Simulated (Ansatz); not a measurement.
NbF₅. The state is a singlet with charge 0. Geometry r2SCAN-D4/def2-SVP.

```xyz
6

Nb    0.000    0.000    0.000
F     1.611   -0.368   -0.879
F    -1.611    0.368    0.879
F     0.397   -1.279    1.263
F    -0.934   -0.463   -1.517
F     0.537    1.742    0.254
```

In the def2 sets Nb takes a core potential; there is no spin–orbit coupling.

Task: Estimate the orbital energies around the gap (eV) in Ansatz with HF/def2-TZVP, PBE-D4/def2-TZVPD, revPBE-D4/def2-TZVP, r2SCAN-D4/def2-TZVPD, BHLYP-D4/def2-TZVP.

Result: 
```json
{"orbital": "HOMO−5", "HF/def2-TZVP": "-18.88", "PBE-D4/def2-TZVPD": "-11.20", "revPBE-D4/def2-TZVP": "-11.09", "r2SCAN-D4/def2-TZVPD": "-11.73", "BHLYP-D4/def2-TZVP": "-15.48"}
{"orbital": "HOMO−4", "HF/def2-TZVP": "-18.08", "PBE-D4/def2-TZVPD": "-10.53", "revPBE-D4/def2-TZVP": "-10.41", "r2SCAN-D4/def2-TZVPD": "-11.02", "BHLYP-D4/def2-TZVP": "-14.68"}
{"orbital": "HOMO−3", "HF/def2-TZVP": "-18.08", "PBE-D4/def2-TZVPD": "-10.53", "revPBE-D4/def2-TZVP": "-10.41", "r2SCAN-D4/def2-TZVPD": "-11.02", "BHLYP-D4/def2-TZVP": "-14.68"}
{"orbital": "HOMO−2", "HF/def2-TZVP": "-17.89", "PBE-D4/def2-TZVPD": "-10.39", "revPBE-D4/def2-TZVP": "-10.27", "r2SCAN-D4/def2-TZVPD": "-10.88", "BHLYP-D4/def2-TZVP": "-14.56"}
{"orbital": "HOMO−1", "HF/def2-TZVP": "-17.79", "PBE-D4/def2-TZVPD": "-10.21", "revPBE-D4/def2-TZVP": "-10.10", "r2SCAN-D4/def2-TZVPD": "-10.71", "BHLYP-D4/def2-TZVP": "-14.40"}
{"orbital": "HOMO", "HF/def2-TZVP": "-17.79", "PBE-D4/def2-TZVPD": "-10.21", "revPBE-D4/def2-TZVP": "-10.10", "r2SCAN-D4/def2-TZVPD": "-10.71", "BHLYP-D4/def2-TZVP": "-14.40"}
{"orbital": "LUMO", "HF/def2-TZVP": "0.10", "PBE-D4/def2-TZVPD": "-4.20", "revPBE-D4/def2-TZVP": "-4.08", "r2SCAN-D4/def2-TZVPD": "-4.18", "BHLYP-D4/def2-TZVP": "-2.74"}
{"orbital": "LUMO+1", "HF/def2-TZVP": "0.10", "PBE-D4/def2-TZVPD": "-4.20", "revPBE-D4/def2-TZVP": "-4.08", "r2SCAN-D4/def2-TZVPD": "-4.18", "BHLYP-D4/def2-TZVP": "-2.74"}
{"orbital": "LUMO+2", "HF/def2-TZVP": "1.22", "PBE-D4/def2-TZVPD": "-2.94", "revPBE-D4/def2-TZVP": "-2.81", "r2SCAN-D4/def2-TZVPD": "-2.86", "BHLYP-D4/def2-TZVP": "-1.52"}
{"orbital": "LUMO+3", "HF/def2-TZVP": "1.23", "PBE-D4/def2-TZVPD": "-2.93", "revPBE-D4/def2-TZVP": "-2.81", "r2SCAN-D4/def2-TZVPD": "-2.86", "BHLYP-D4/def2-TZVP": "-1.52"}
{"orbital": "LUMO+4", "HF/def2-TZVP": "1.52", "PBE-D4/def2-TZVPD": "-1.31", "revPBE-D4/def2-TZVP": "-1.15", "r2SCAN-D4/def2-TZVPD": "-0.82", "BHLYP-D4/def2-TZVP": "-0.17"}
{"orbital": "LUMO+5", "HF/def2-TZVP": "2.07", "PBE-D4/def2-TZVPD": "0.18", "revPBE-D4/def2-TZVP": "0.37", "r2SCAN-D4/def2-TZVPD": "0.54", "BHLYP-D4/def2-TZVP": "1.10"}
```
